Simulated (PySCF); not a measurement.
## From computed data to an observable: oscillator strength and radiative lifetime

Zn(I)(NH2) (H2INZn), SMILES [NH2][Zn][I].

Geometry: B3LYP-D3(BJ)/def2-SVP. The def2 effective core potentials stand for the cores of I; spin–orbit coupling is left out. One conformer was computed; it need not be the lowest.

PySCF with TDA-M06-2X/def2-SVPD puts the first singlet state with f over 0.02 at 4.99 eV (vertical), with the transition dipole (-0.493, -0.196, 0.000) in atomic units.

### Question
Find the oscillator strength, the wavelength and the radiative lifetime that this transition would have in vacuum if emission retraced absorption.

### Answer

|μ|² = 0.2815 au, so |μ| = 1.35 D. ΔE = 4.99/27.211 = 0.1834 hartree. f = (2/3) ΔE |μ|² = 0.034 (the program prints 0.034).
λ = 1239.84/4.99 = 248 nm; ν = 40247 cm⁻¹.
Einstein's coefficient A = 0.6670 ν² f s⁻¹ (ν in cm⁻¹) = 3.7e7 s⁻¹, so τ = 1/A = 27 ns. This state is S1. The figure is the radiative limit of this one transition; relaxation, internal conversion, crossing to triplets and a medium change what is measured.
